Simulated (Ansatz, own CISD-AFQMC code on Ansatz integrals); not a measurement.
C3H2, SMILES `[C]=C=C` (charge 0, multiplicity 1).

Cartesian coordinates (Å):
```xyz
5

C      2.0278     0.0366    -0.1956
C      0.7577     0.0155    -0.0251
C     -0.5493    -0.0060     0.1512
H     -1.1509     0.8964     0.0625
H     -1.0764    -0.9270     0.3921
```
Charge 0, spin multiplicity 1.

Frozen-core energies in cc-pVDZ from Ansatz (a program for electronic structure) at a geometry from PBE0-D3(BJ)/def2-TZVP; the HF reference has <S^2> = 0.00 (restricted, and unstable towards unrestricted orbitals) and the T1 diagnostic is 0.018.

```csv
level,energy (Ha),difference from CCSDT(Q) (mHa)
HF,-114.60356,406.41
MP2,-114.95590,54.07
CCSD,-114.98893,21.03
CCSD(T),-115.00728,2.69
CCSDT,-115.00837,1.60
"phaseless AFQMC, CISD trial (own CISD-AFQMC code on Ansatz integrals; ±0.40 mHa)",-115.00923,0.74
CCSDT(Q),-115.00997,0.00
```
